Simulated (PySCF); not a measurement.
VOCl, SMILES [O]=[V][Cl] (connectivity only; charge and spin as stated), neutral, multiplicity 3.

Coordinates come from a B3LYP-D3(BJ)/def2-TZVP optimisation. The spin state was assumed, not searched.

These are TDA-ωB97X/def2-SVPD in PySCF values and carry that method's errors.

Vertical excitations. The molecule is in vacuum.

Task: Estimate the UV-visible absorptions. (An estimate is asked for; the answer gives what the named calculation found.)

Result: 
```
state    energy (eV)  λ (nm)      f                                                                                         main pairs
-------  -----------  ------  -----  -------------------------------------------------------------------------------------------------
root 1          0.84    1476  0.000                                                                                 α HOMO−1→LUMO 73 %
root 2          0.84    1470  0.000                                                               α HOMO→LUMO 73 %, α HOMO→LUMO+3 11 %
root 3          1.31     947  0.001                                                             α HOMO→LUMO+1 69 %, α HOMO−1→LUMO 10 %
root 4          1.32     937  0.001                                         α HOMO−1→LUMO+1 65 %, α HOMO→LUMO+2 12 %, α HOMO→LUMO 11 %
root 5          1.90     653  0.000                                                           α HOMO−1→LUMO+2 76 %, α HOMO→LUMO+1 13 %
root 6          1.93     642  0.001                                                           α HOMO→LUMO+2 74 %, α HOMO−1→LUMO+1 15 %
root 7          4.32     287  0.003                      α HOMO−2→LUMO 32 %, α HOMO−4→LUMO 25 %, α HOMO−7→LUMO 13 %, β HOMO−2→LUMO 7 %
root 8          4.54     273  0.004                                                             α HOMO−5→LUMO 60 %, α HOMO−3→LUMO 22 %
root 9          4.59     270  0.003                                                             α HOMO−6→LUMO 54 %, α HOMO−4→LUMO 20 %
root 10         4.85     256  0.004  α HOMO−5→LUMO+1 13 %, α HOMO−2→LUMO 10 %, β HOMO→LUMO 35 %, β HOMO−2→LUMO 15 %, β HOMO−5→LUMO 6 %
```
Unrestricted roots are not spin-pure.
